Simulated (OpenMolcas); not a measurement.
Ir5+ (d4) among equal point charges was computed by CASSCF with the d shell active (OpenMolcas, ANO-RCC-VDZP on the metal). Its lowest spin-free states, and all those of the highest spin:

```json
{"2S+1": "5", "Degeneracy": "3", "E (cm-1)": "0.0"}
{"2S+1": "5", "Degeneracy": "2", "E (cm-1)": "2493"}
{"2S+1": "3", "Degeneracy": "3", "E (cm-1)": "18242"}
{"2S+1": "3", "Degeneracy": "3", "E (cm-1)": "19246"}
{"2S+1": "3", "Degeneracy": "3", "E (cm-1)": "20334"}
{"2S+1": "3", "Degeneracy": "2", "E (cm-1)": "21204"}
{"2S+1": "3", "Degeneracy": "3", "E (cm-1)": "22594"}
{"2S+1": "3", "Degeneracy": "3", "E (cm-1)": "22789"}
{"2S+1": "3", "Degeneracy": "3", "E (cm-1)": "24023"}
{"2S+1": "3", "Degeneracy": "1", "E (cm-1)": "24388"}
{"2S+1": "3", "Degeneracy": "3", "E (cm-1)": "24551"}
{"2S+1": "3", "Degeneracy": "2", "E (cm-1)": "25325"}
```

Is the site octahedral, tetrahedral or cube-like, axial, or of lower symmetry?

The states with 2S+1 = 5 have orbital degeneracies 3, 2. Threefold states need a cubic site. For d4 at this spin an octahedron puts the twofold E below the threefold T2 and a tetrahedron or cube puts the threefold T2 below the twofold E, so the site is a tetrahedron or a cube, which this pattern cannot tell apart. The first gap at this spin, 2490 cm-1, is |10Dq| in ligand-field theory. The run had Ir5+ among 4 point charges of -2.5 e arranged as a tetrahedron (Td), 2.18 Å from the ion.

Spin-orbit coupling mixes the spin-free states strongly: the lowest level takes only 44 % from its leading state, 5T2. Without dynamic correlation the repulsion within the d shell is too large (B by tens of per cent), so at a given field states of lower spin stand too high. Point charges give a weaker field than real ligands, and real ions of this kind are as a rule low spin; the high spin found here belongs to the model. The ground term spreads over less than 5000 cm-1, several times less than with real ligands, so orbital moments are less quenched and χT lies further from the spin-only value than at real sites. This is an electrostatic model: the charges have no orbitals. No measured value stands beside these numbers.
